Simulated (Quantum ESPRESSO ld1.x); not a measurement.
Q: N, configuration [He] 2s2 2p3. All-electron calculation, scalar-relativistic Kohn-Sham, PBE, spin-unpolarised, spherical densities, point nucleus. Program: ld1.x of Quantum ESPRESSO 7.5. Some entries of the table are withheld. Estimate them.

orbital,occ.,eigenvalue (hartree),<r> (bohr),r(max) (bohr)
1s,2,-14.1382,0.2297,0.149
2s,2,(1),1.320,(2)
2p,3,-0.26055,1.484,0.974

A: 
(1) 2s eigenvalue (hartree): -0.68291
(2) 2s r(max) (bohr): 1.01
